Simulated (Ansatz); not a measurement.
CHClFNSi (`N#C[SiH](F)Cl`), relaxed with RKS PBE-D4/def2-SVP in Ansatz from a rough embedded geometry. The force threshold is 0.03 eV/Å; the program also tests the step.

The species carries charge 0 and has multiplicity 1.

Start:

```xyz
6

N     1.157    1.889    1.170
C     0.624    1.015    0.702
Si   -0.226   -0.417   -0.123
F    -1.909   -0.291   -0.013
Cl    0.200   -0.463   -2.152
H     0.153   -1.733    0.417
```

(1) How much energy does the relaxation release, and in how many steps? (Estimate.)

(2) Which bonds change most? (An estimate is asked.)

(3) Give the relaxed structure. (Best estimate.)

Results:

(1) Ansatz gave: 0.28 eV, in 4 steps.

(2) Ansatz gave: Si3–F4 from 1.691 to 1.624 Å; N1–C2 from 1.125 to 1.173 Å; Si3–Cl5 from 2.074 to 2.048 Å; Si3–H6 from 1.472 to 1.486 Å.

(3) The calculation gave: 
```xyz
6

N     1.136    1.882    1.158
C     0.587    0.976    0.656
Si   -0.253   -0.461   -0.160
F    -1.851   -0.246    0.027
Cl    0.226   -0.407   -2.151
H     0.156   -1.743    0.470
```
